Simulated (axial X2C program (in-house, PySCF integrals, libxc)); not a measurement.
# Spin–orbit effects down a group: molecules with C (ions), MP2

Computed with an in-house relativistic program for diatomic molecules, spin-free (one-electron X2C) or two-component (2c: spin–orbit coupling with atomic mean-field Coulomb and Gaunt terms, which also bring small scalar terms), in Dyall basis sets with cores contracted in-house; open shells are unrestricted.

Basis sets: Br dyall-cv3z, C dyall-v3z, Cl dyall-av3z, F dyall-av3z. Frozen shells (counts by l): CF⁺ F 1s, C 1s, 10 electrons correlated; CCl⁺ Cl 2s1p, C 1s, 10 electrons correlated; CBr⁺ Br 3s2p1d, C 1s, 10 electrons correlated. Where the outer core of a metal is frozen, bonds come out longer and ionisation energies lower.

```json
{"molecule": "CF⁺", "spin-free state": "M_S = 0, Λ = 0", "Re (Å)": "1.158", "ωe (cm⁻¹)": "1806.5", "De (eV)": "8.08", "2c state": "Ω = 0", "Re 2c (Å)": "1.158", "ωe 2c (cm⁻¹)": "1806.4", "De 2c (eV)": "8.07"}
{"molecule": "CCl⁺", "spin-free state": "M_S = 0, Λ = 0", "Re (Å)": "1.534", "ωe (cm⁻¹)": "1234.5", "De (eV)": "6.66", "2c state": "Ω = 0", "Re 2c (Å)": "1.534", "ωe 2c (cm⁻¹)": "1234.2", "De 2c (eV)": "6.62"}
{"molecule": "CBr⁺", "spin-free state": "M_S = 0, Λ = 0", "Re (Å)": "1.683", "ωe (cm⁻¹)": "1036.9", "De (eV)": "6.19", "2c state": "Ω = 0", "Re 2c (Å)": "1.684", "ωe 2c (cm⁻¹)": "1035.1", "De 2c (eV)": "6.05"}
```

Fragments in 2c: F + C+, Cl + C+, Br + C+. Each entry is the lowest single determinant of a limited PBE0 search at one distance. De goes to single-determinant-based atoms at the same level (for ions the charge split of lowest energy) and is withheld (n/a) where an atom does not fit its ground term or J level. Main or longest-lived isotopes.
